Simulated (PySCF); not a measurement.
Start geometry of `OB1OCCO1` from GFN2-xTB (Å):
```
atom  x, y, z in Å
O1     2.4472   -0.6958   -0.0551
B2     1.1286   -0.3495    0.0834
O3     0.6613    0.7565    0.7781
C4    -0.6953    0.7839    0.7208
C5    -1.1169   -0.4691   -0.1263
O6     0.1075   -1.0735   -0.4548
H7     3.0394   -0.0670    0.3711
H8    -1.0315    1.7214    0.2473
H9    -1.1305    0.7402    1.7609
H10   -1.6408   -0.1967   -1.0278
H11   -1.7307   -1.1761    0.4607
```

Task: What comes out of this run: PBE0-D3(BJ)/def2-SVP geometry optimisation, gas phase in PySCF 2.14.0?

Result: 
```
atom  x, y, z in Å
O1     2.4349   -0.1089   -0.4913
B2     1.1365   -0.0720   -0.1223
O3     0.6487    0.7134    0.8935
C4    -0.7438    0.4883    0.9863
C5    -1.0564   -0.5657   -0.1038
O6     0.1779   -0.8282   -0.7360
H7     2.9723    0.4762    0.0505
H8    -1.2846    1.4345    0.8194
H9    -0.9963    0.1331    1.9987
H10   -1.7820   -0.1942   -0.8460
H11   -1.4622   -1.4983    0.3219
```

The energy falls by 2.4 kcal/mol over 6 energy and gradient evaluations, the largest force component goes from 0.0449 to 2.3e-04 Eh/bohr, and the atoms move by 0.022 Å rms after alignment. The bond that changes most is O3–C4 (boron-bound oxygen to sp3 carbon bound to oxygen), which lengthens by 0.055 Å. Bonds longer at the end by more than 0.005 Å: 3 of 11; shorter: 4. Among the angles that change most is H10–C5–H11, from 109.6° to 107.6°. Rotational constants go from 7668, 3471, 2465 to 7651, 3498, 2475 MHz. The orientation of the end geometry is arbitrary; only internal coordinates are fixed.

The run used 109 basis functions and 42 SCF cycles in all. On one thread of an Arm Neoverse V1, shared host, this took 23 s and 0.45 GiB of memory at its peak.

Not checked by PBE0-D3(BJ)/def2-SVP frequencies. One conformer, not necessarily the lowest.
